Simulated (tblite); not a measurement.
Parent: `[CH3:1][NH:2][CH2:3][Si@H:4]([NH2:5])[C:6]#[N:7]` with C1–N2–C3–Si4 180°, N2–C3–Si4–N5 173°, C3–Si4–N5–H 50° and -169°, C3H9N3Si.

Computed geometry: GFN2-xTB, gas phase. One conformer each, not checked by frequencies here.

```json
{"coordinate of the parent": "C1–N2", "value": "1.449 Å"}
{"coordinate of the parent": "N2–C3", "value": "1.453 Å"}
{"coordinate of the parent": "C3–Si4", "value": "1.901 Å"}
{"coordinate of the parent": "Si4–N5", "value": "1.721 Å"}
{"coordinate of the parent": "Si4–C6", "value": "1.873 Å"}
{"coordinate of the parent": "C6≡N7", "value": "1.145 Å"}
{"coordinate of the parent": "C1–N2–C3", "value": "113.0°"}
{"coordinate of the parent": "N2–C3–Si4", "value": "109.9°"}
{"coordinate of the parent": "C3–Si4–N5", "value": "108.0°"}
{"coordinate of the parent": "C3–Si4–C6", "value": "107.5°"}
{"coordinate of the parent": "N5–Si4–C6", "value": "104.1°"}
{"coordinate of the parent": "Si4–C6–N7", "value": "177.9°"}
```

Problem. How does the shared frame change in `[CH3:1][NH:2][CH2:3][Si@@:4]([NH2:5])([C:6]#[N:7])[O:8][CH3:9]` with C1–N2–C3–Si4 -178°, N2–C3–Si4–N5 -42°, C3–Si4–N5–H -130° and 15°, C3–Si4–O8–C9 -68°, C4H11N3OSi? Atoms pair as C1 = C1, N2 = N2, C3 = C3, Si4 = Si4, N5 = N5, C6 = C6, N7 = N7 (parent first).

Solution. 
```json
{"parent": "C1–N2", "relative": "C1–N2", "value in the relative": "1.449 Å", "change": "0.000"}
{"parent": "N2–C3", "relative": "N2–C3", "value in the relative": "1.456 Å", "change": "+0.003"}
{"parent": "C3–Si4", "relative": "C3–Si4", "value in the relative": "1.907 Å", "change": "+0.006"}
{"parent": "Si4–N5", "relative": "Si4–N5", "value in the relative": "1.709 Å", "change": "-0.012"}
{"parent": "Si4–C6", "relative": "Si4–C6", "value in the relative": "1.886 Å", "change": "+0.013"}
{"parent": "C6≡N7", "relative": "C6≡N7", "value in the relative": "1.146 Å", "change": "+0.001"}
{"parent": "C1–N2–C3", "relative": "C1–N2–C3", "value in the relative": "112.7°", "change": "-0.3"}
{"parent": "N2–C3–Si4", "relative": "N2–C3–Si4", "value in the relative": "110.5°", "change": "+0.6"}
{"parent": "C3–Si4–N5", "relative": "C3–Si4–N5", "value in the relative": "113.9°", "change": "+5.9"}
{"parent": "C3–Si4–C6", "relative": "C3–Si4–C6", "value in the relative": "104.4°", "change": "-3.1"}
{"parent": "N5–Si4–C6", "relative": "N5–Si4–C6", "value in the relative": "108.5°", "change": "+4.4"}
{"parent": "Si4–C6–N7", "relative": "Si4–C6–N7", "value in the relative": "176.9°", "change": "-1.0"}
```

Of the parent's bonds, Si4–N5 and Si4–C6 change most and about equally (-0.012 to +0.013 Å). Bonds of the relative outside the shared frame: Si4–O8 1.626, O8–C9 1.399 Å. Point group C1 → C1.

Problem. How does the shared frame change in `[CH3:1][NH:2][CH2:3][Si@@H:4]([C:5]#[N:6])[SiH2:7][NH2:8]` with C1–N2–C3–Si4 180°, N2–C3–Si4–C5 69°, C3–Si4–Si7–N8 -57°, Si4–Si7–N8–H -47° and 174°, C3H11N3Si2? Atoms pair as C1 = C1, N2 = N2, C3 = C3, Si4 = Si4, C6 = C5, N7 = N6 (parent first).

Solution. 
```csv
parent,relative,value in the relative,change
C1–N2,C1–N2,1.449 Å,0.000
N2–C3,N2–C3,1.452 Å,-0.001
C3–Si4,C3–Si4,1.912 Å,+0.011
Si4–C6,Si4–C5,1.876 Å,+0.003
C6≡N7,C5≡N6,1.148 Å,+0.003
C1–N2–C3,C1–N2–C3,113.2°,+0.2
N2–C3–Si4,N2–C3–Si4,110.5°,+0.6
C3–Si4–C6,C3–Si4–C5,103.1°,-4.4
Si4–C6–N7,Si4–C5–N6,176.6°,-1.3
```

Of the parent's bonds, C3–Si4 changes most (+0.011 Å). Bonds of the relative outside the shared frame: Si4–Si7 2.316, Si7–N8 1.724 Å. Point group C1 → C1.

Problem. How does the shared frame change in `[CH3:1][CH2:2][CH2:3][NH:4][CH2:5][Si@H:6]([NH2:7])[C:8]#[N:9]` with C1–C2–C3–N4 179°, C2–C3–N4–C5 69°, C3–N4–C5–Si6 169°, N4–C5–Si6–N7 -54°, C5–Si6–N7–H 178° and 34°, C5H13N3Si? Atoms pair as C1 = C3, N2 = N4, C3 = C5, Si4 = Si6, N5 = N7, C6 = C8, N7 = N9 (parent first).

Solution. 
```json
{"parent": "C1–N2", "relative": "C3–N4", "value in the relative": "1.451 Å", "change": "+0.002"}
{"parent": "N2–C3", "relative": "N4–C5", "value in the relative": "1.455 Å", "change": "+0.002"}
{"parent": "C3–Si4", "relative": "C5–Si6", "value in the relative": "1.903 Å", "change": "+0.002"}
{"parent": "Si4–N5", "relative": "Si6–N7", "value in the relative": "1.713 Å", "change": "-0.008"}
{"parent": "Si4–C6", "relative": "Si6–C8", "value in the relative": "1.872 Å", "change": "-0.001"}
{"parent": "C6≡N7", "relative": "C8≡N9", "value in the relative": "1.145 Å", "change": "0.000"}
{"parent": "C1–N2–C3", "relative": "C3–N4–C5", "value in the relative": "115.2°", "change": "+2.2"}
{"parent": "N2–C3–Si4", "relative": "N4–C5–Si6", "value in the relative": "108.7°", "change": "-1.2"}
{"parent": "C3–Si4–N5", "relative": "C5–Si6–N7", "value in the relative": "106.1°", "change": "-1.9"}
{"parent": "C3–Si4–C6", "relative": "C5–Si6–C8", "value in the relative": "109.4°", "change": "+1.9"}
{"parent": "N5–Si4–C6", "relative": "N7–Si6–C8", "value in the relative": "106.6°", "change": "+2.5"}
{"parent": "Si4–C6–N7", "relative": "Si6–C8–N9", "value in the relative": "178.9°", "change": "+1.0"}
```

Of the parent's bonds, Si4–N5 changes most (-0.008 Å). Bonds of the relative outside the shared frame: C1–C2 1.523, C2–C3 1.535 Å. Point group C1 → C1.

Problem. How does the shared frame change in `[CH3:1][NH:2][CH2:3][Si@@:4]([NH2:5])([C:6]#[N:7])[NH:8][CH3:9]` with C1–N2–C3–Si4 -73°, N2–C3–Si4–N5 -44°, C3–Si4–N5–H 31° and 173°, C3–Si4–N8–C9 -71°, C4H12N4Si? Atoms pair as C1 = C1, N2 = N2, C3 = C3, Si4 = Si4, N5 = N5, C6 = C6, N7 = N7 (parent first).

Solution. 
```csv
parent,relative,value in the relative,change
C1–N2,C1–N2,1.448 Å,-0.001
N2–C3,N2–C3,1.459 Å,+0.006
C3–Si4,C3–Si4,1.914 Å,+0.013
Si4–N5,Si4–N5,1.716 Å,-0.005
Si4–C6,Si4–C6,1.883 Å,+0.010
C6≡N7,C6≡N7,1.146 Å,+0.001
C1–N2–C3,C1–N2–C3,113.1°,+0.1
N2–C3–Si4,N2–C3–Si4,112.1°,+2.2
C3–Si4–N5,C3–Si4–N5,105.9°,-2.1
C3–Si4–C6,C3–Si4–C6,108.0°,+0.5
N5–Si4–C6,N5–Si4–C6,116.2°,+12.1
Si4–C6–N7,Si4–C6–N7,178.5°,+0.6
```

Of the parent's bonds, C3–Si4 changes most (+0.013 Å). Bonds of the relative outside the shared frame: Si4–N8 1.720, N8–C9 1.445 Å. Point group C1 → C1.
